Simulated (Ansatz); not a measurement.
Input file for Ansatz (a program for electronic structure): U-CCSD(T)/def2-SVP on AlBrFH (SMILES [F][AlH][Br]), a point of a bond scan (R = 2.022 Å). The run froze 20 orbitals, filled d shells among them.

Ansatz 0.2 input:
```yaml
crystal:
  periodic: [false, false, false]
  atoms:
    - {symbol: Al, position_ang: [0.14258516, -1.02185598, 0.68600121]}
    - {symbol: H, position_ang: [-0.74582044, -2.28637816, 0.87330814]}
    - {symbol: F, position_ang: [1.56773011, -0.90210632, 1.50144871]}
    - {symbol: Br, position_ang: [-0.37704496, 0.50697201, -0.53065491]}
basis:
  gaussian:
    orbitals: def2-SVP
correlation: {method: ccsd_t, electrons: outside_noble_gas}
scf: {omitted_lower_state_checks: [cluster_reference]}
magnetization: {spin_polarized: true, initial_magnetization: 0}
```

Q: Predict the final total energy.

A: -2914.3989 hartree (reference determinant -2914.0069, T1 diagnostic 0.012).
